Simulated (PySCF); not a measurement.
C₅H₇Cl. Atoms are numbered in the order given.

```xyz
13

C      2.9862     0.6248    -0.4484
C      1.8523     0.4828    -0.0468
C      0.4666     0.3119     0.4034
C     -0.2692     1.6576     0.4980
C     -0.2294    -0.6822    -0.5399
Cl    -1.8801    -1.1223     0.0464
H      3.9947     0.7520    -0.7938
H      0.4867    -0.1508     1.4063
H     -0.2990     2.1509    -0.4861
H     -1.3004     1.4986     0.8429
H      0.2425     2.3292     1.2021
H      0.3417    -1.6160    -0.6135
H     -0.3432    -0.2536    -1.5452
```
Charge 0, spin multiplicity 1.

Geometry: B3LYP-D3(BJ)/def2-SVP. The structure was generated by enumeration; whether it is a known compound was not checked. One conformer was computed; it need not be the lowest.

Method: SMD-M06-2X/6-31G* (PySCF).

Solvation free energies are E(SMD) − E(gas) at the gas-phase geometry, for 1 M in both phases. In vacuum the dipole moment is 1.73 D.

Computed solvation free energies in water, ethanol, tetrahydrofuran:
```
solvent          ΔG(solv) (kcal/mol)  its non-electrostatic (CDS) part  dipole (D)
---------------  -------------------  --------------------------------  ----------
water                           -1.3                               4.4        2.10
ethanol                         -5.6                              -0.1        2.08
tetrahydrofuran                 -5.3                              -0.6        2.03
```
